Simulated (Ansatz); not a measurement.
The same path of CH₇AlOSi₂ (12 atoms, charge 0, multiplicity 1) was run twice with different band settings.

These are results of Ansatz, UHF/STO-3G, not measurements.

Relaxed end points:

```xyz
12
Properties=species:S:1:pos:R:3
O 0.066 -0.877 3.448
C -0.141 -1.365 2.260
Si 0.664 -0.731 0.683
Si -0.693 0.605 -0.514
Al 0.186 1.470 -2.445
H -0.851 -2.202 2.185
H 1.866 -0.061 1.054
H 1.041 -1.884 -0.065
H -1.869 -0.158 -0.786
H -1.129 1.639 0.368
H -0.587 2.448 -3.239
H 1.525 1.060 -2.915
```

```xyz
12
Properties=species:S:1:pos:R:3
O 0.081 -0.849 3.470
C -0.129 -1.325 2.278
Si 0.679 -0.679 0.708
Si -0.732 0.529 -0.562
Al 0.189 1.471 -2.435
H -0.840 -2.159 2.196
H 1.821 0.081 1.095
H 1.158 -1.820 0.000
H -1.801 -0.350 -0.914
H -1.328 1.498 0.298
H -0.112 2.870 -2.803
H 1.091 0.677 -3.296
```

Common settings: movable images 5; climbing image yes; optimiser quadratic models (default); start path through a guess of the saddle point; force threshold 0.03 eV/Å; iteration limit 60; end points relaxed.

| run | spring |
| --- | --- |
| 1 | 5.0 eV/Å² |
| 2 | 2.0 to 10.0 eV/Å², energy-weighted |

What does each run give, and how far can it be trusted?

Run 1: converged after 31 iterations, highest image 0.009 eV above the first end. A vibrational analysis at the climbing image gives no mode beyond 40i cm⁻¹: the surface is too flat there to confirm a saddle point.
Run 2: converged after 57 iterations, highest image 0.000 eV above the first end. The highest image is an end point: on this band no image between the ends rises above it.
Limits of this set-up: minimal basis.
